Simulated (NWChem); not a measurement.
Ionisation of AsO

```xyz
2

As     0.0000     0.0000     0.3162
O      0.0000     0.0000    -1.3044
```
Charge 0, spin multiplicity 2.

All runs are NWChem calculations. Structure: optimised with UPBE0/def2-SVP, a minimum by its harmonic frequencies.

Basis set: def2-TZVPD. The species with one electron less has spin multiplicity 1 and keeps the geometry of the parent. Δ marks differences of total energies (open shells unrestricted). −ε marks an orbital energy of the parent. That orbital need not have the symmetry of the hole or added electron in the Δ rows. That singlet is a closed-shell solution.

The Hamiltonian is non-relativistic. B3LYP has NWChem's definition, with VWN1-RPA local correlation. The structure started from a generated list of species. The unpaired electrons of the parent sit in orbitals of symmetry b2 (C2v labels of the run); other states weren't searched. No SCF solution was tested for a lower state.

**Question.** For the first vertical ionisation energy, −ε(alpha HOMO) of B3LYP gives 5.60 eV and −ε(alpha HOMO) of BP86 gives 4.69 eV. What do −ε(alpha HOMO) of PBE, −ε(alpha HOMO) of M06-2X, ΔB3LYP give?

**Answer.** −ε(alpha HOMO) of PBE: 4.59 eV; −ε(alpha HOMO) of M06-2X: 6.95 eV; ΔB3LYP: 8.54 eV.
